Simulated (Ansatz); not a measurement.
One change: `F[CH2][GaH][SiH2]Cl` becomes `C[NH][GaH][CH2]F`.

Ansatz, PBE0-D4/def2-TZVP geometries, multiplicity 1. Each molecule was computed in one conformer, which needn't be the lowest.

Scalar relativity is left out up to krypton.

```
                               property  `F[CH2][GaH][SiH2]Cl`
    HOMO energy (B3LYP/def2-TZVPP) / eV                  -7.27
    LUMO energy (B3LYP/def2-TZVPP) / eV                  -2.50
  LUMO energy (ωB97M-V/def2-TZVPP) / eV                  -0.52
HOMO–LUMO gap (ωB97M-V/def2-TZVPP) / eV                   8.99
      LUMO energy (PBE/def2-TZVPP) / eV                  -3.03
    HOMO–LUMO gap (PBE/def2-TZVPP) / eV                   3.26
```

(1) What does the change do to each property? (Best estimate.)

Results:

(1) Ansatz gave: 
| property | `C[NH][GaH][CH2]F` | shift |
| --- | --- | --- |
| HOMO energy (B3LYP/def2-TZVPP) / eV | -6.52 | 0.75 |
| LUMO energy (B3LYP/def2-TZVPP) / eV | -0.82 | 1.68 |
| LUMO energy (ωB97M-V/def2-TZVPP) / eV | 1.11 | 1.63 |
| HOMO–LUMO gap (ωB97M-V/def2-TZVPP) / eV | 10.15 | 1.16 |
| LUMO energy (PBE/def2-TZVPP) / eV | -1.31 | 1.72 |
| HOMO–LUMO gap (PBE/def2-TZVPP) / eV | 4.17 | 0.91 |

With PBE0 the HOMO rises by 0.75 eV and the LUMO rises by 1.70 eV, so the gap widens by about 0.95 eV. PBE moves the HOMO by 0.81 eV and ωB97M-V by 0.47 eV.

B3LYP here is the variant with VWN-RPA as its local correlation; programs differ in this.
